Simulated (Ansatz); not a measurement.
F3Si, doublet, at a GFN2-xTB geometry. Base run: MP2/6-311G** run with Ansatz (a program for electronic structure).

The Ansatz input:
Ansatz 0.2 input:
```yaml
crystal:
  periodic: [false, false, false]
  atoms:
    - {symbol: Si, position_ang: [0.25525364, 0.24331611, 0.24315598]}
    - {symbol: F, position_ang: [-0.69074141, -0.73372896, 1.06805322]}
    - {symbol: F, position_ang: [-0.73927609, 1.06837931, -0.68429241]}
    - {symbol: F, position_ang: [1.03295628, -0.71314208, -0.76200346]}
basis:
  gaussian:
    orbitals: 6-311G__.json
magnetization: {spin_polarized: true, initial_magnetization: 1}
correlation: {method: mp2}
```
The basis file holds 6-311G** in the JSON format of the Basis Set Exchange.

Each row names what was changed in the base input (with any setting that the change needs).

| change | ΔE vs base (mEh) | MP2 correlation (Eh) | basis functions |
|---|---|---|---|
| base | 0.000 | -0.68512 | 81 |
| lower_state_search = off | 0.000 | -0.68512 | 81 |
| accuracy = high | -0.013 | -0.68512 | 81 |
| method = bccd | 1.305 | -0.68512 | 81 |
| reference functional = pbe0 | ? | - | 81 |
| electrons = outside_noble_gas | 0.000 | -0.68512 | 81 |
| method = bccd_t | ? | -0.68512 | 81 |
| method = rpa | -67.631 | - | 81 |
| method = ccsd | -0.461 | -0.68512 | 81 |
| electrons = all | ? | ? | 81 |

Task: Complete the blanks.

Result: 
- reference functional = pbe0, ΔE vs base (mEh): -24.392
- method = bccd_t, ΔE vs base (mEh): -15.933
- electrons = all, ΔE vs base (mEh): -181.2
- electrons = all, MP2 correlation (Eh): -0.86633
